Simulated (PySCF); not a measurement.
ammonium (H4N), SMILES [NH4+], charge +1.

Geometry: r2SCAN-D4/def2-TZVPD.

Two levels are set side by side: PBE/def2-TZVPD (PySCF) and M06-2X/def2-TZVPD (PySCF). Same geometry, gas phase. Differences are taken from unrounded values.

| quantity | M06-2X | PBE | PBE minus M06-2X |
|---|---|---|---|
| orbital gap (eV) | 18.77 | 14.16 | -4.61 |
| highest occupied level (eV) | -24.38 | -21.02 | 3.36 |
| lowest empty level (eV) | -5.61 | -6.86 | -1.25 |
| mean polarisability (bohr³) | 9.1 | 9.2 | 0.1 |

Without exact exchange PBE keeps part of each electron's self-repulsion, which lifts occupied levels and narrows the gap. Differences between two approximate levels are no errors against the true value.

Rough cost on one machine, each run with all the roots and properties that it gave: M06-2X against PBE about 4 times.
